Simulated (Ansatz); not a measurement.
Harmonic frequencies (cm⁻¹) at PBE0-D4/def2-TZVP from Ansatz: 542.

Task: Which molecule is it?
A. `[OH2+][Au-][Cl]`
B. `[SH][Au]`
C. `[Br][Au]`
D. `[F][Au]`

Result: D.
